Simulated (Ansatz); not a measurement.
```yaml
crystal:
  periodic: [false, false, false]
  atoms:
    - {symbol: O, position_ang: [-2.715892, -3.608126, 0.695169]}
    - {symbol: Ag, position_ang: [-1.566352, -2.019068, 0.444112]}
    - {symbol: N, position_ang: [-0.284081, -0.393418, 0.060861]}
    - {symbol: C, position_ang: [-0.236473, 0.659973, 0.881125]}
    - {symbol: C, position_ang: [0.594347, 1.742077, 0.659477]}
    - {symbol: C, position_ang: [1.413292, 1.738866, -0.457020]}
    - {symbol: C, position_ang: [1.366967, 0.648996, -1.309755]}
    - {symbol: C, position_ang: [0.507426, -0.392745, -1.015843]}
    - {symbol: H, position_ang: [-3.287224, -3.479530, 1.455443]}
    - {symbol: H, position_ang: [-0.890797, 0.625513, 1.743317]}
    - {symbol: H, position_ang: [0.592918, 2.569885, 1.356860]}
    - {symbol: H, position_ang: [2.076452, 2.571647, -0.659213]}
    - {symbol: H, position_ang: [1.986603, 0.597814, -2.195763]}
    - {symbol: H, position_ang: [0.442803, -1.261874, -1.658769]}
basis:
  gaussian: {orbitals: def2-SVP}
hamiltonian: {xc: {name: SVWN5}}
outputs: {forces: true}
```

```sh
$ ansatz run in.yaml --threads 2 --pin off --events-out ev --progress --plain --max-ram 20480MiB --backend cpu
```

It prints (some lines left out):

```
Error: YAML parse error: error: line 21 column 1: unknown field `outputs`, expected one of crystal, accuracy, basis, kpoints, hamiltonian, magnetization, projection, total_charge, correlation, batch, efield, external_charges, scf, relax, neb, saddle, md, ramp, phonons, dielectric, real_time, elastic, magnetic_configurations, gw, evaluate, workflow, output, checkpoint, execution
19 |   gaussian: {orbitals: def2-SVP}
20 | hamiltonian: {xc: {name: SVWN5}}
21 | outputs: {forces: true}
```

Task: Something in this input is off. What?

Result: The input holds a key that doesn't belong there. The input was rejected before any iteration.
